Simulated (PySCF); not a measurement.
C3H8N, doublet, at a GFN2-xTB geometry. Base run: R2SCAN/6-31G (PySCF).

PySCF was given this input:
```python
from pyscf import gto, scf, dft

mol = gto.M(
    atom='''
N     0.001077    0.052527    0.222910
C    -0.001197    1.432479    0.079403
C     1.208708   -0.648419   -0.127111
C    -1.208487   -0.651122   -0.114799
H     0.919958    1.932558    0.313588
H    -0.921034    1.930500    0.322966
H     1.309303   -0.793595   -1.212227
H     1.206468   -1.629783    0.351068
H     2.069969   -0.085681    0.226858
H    -1.319806   -0.796534   -1.198835
H    -2.067353   -0.090307    0.247933
H    -1.199182   -1.632473    0.363322
''',
    basis='6-31g',
    charge=0,
    spin=1,
    verbose=4,
)

mf = dft.UKS(mol)
mf.xc = 'r2scan'
mf.kernel()
mf.analyze()
```

The base run was repeated with changes; each row names its change, and settings that it needs were set with it.

| change | ΔE vs base (mEh) | fitting functions | dipole (D) |
|---|---|---|---|
| base | 0.000 | - | 1.09 |
| auxbasis = default (with mf = mf.density_fit()) | -0.131 | 464 | 1.09 |
| auxbasis = cc-pvtz-ri | -0.297 | 564 | 1.09 |
| auxbasis = cc-pvdz-jkfit | -0.131 | 464 | 1.09 |
| auxbasis = even-tempered beta=2.0 | -6.881 | 359 | 1.10 |
| auxbasis = cc-pvqz-jkfit | -0.029 | 832 | 1.09 |
| auxbasis = even-tempered beta=1.6 | -6.152 | 533 | 1.10 |
| auxbasis = def2-universal-jkfit | -0.092 | 446 | 1.09 |
| auxbasis = autoaux | -6.636 | 397 | 1.10 |
| auxbasis = cc-pvtz-jkfit | -0.058 | 556 | 1.09 |

A fitting set is made for a task (jfit for Coulomb, jkfit for Coulomb and exchange, ri for correlation) and for a family of orbital bases.

Open shells are given as the SCF converged; they aren't shown to be the lowest states, and a large step between rows can be another state.
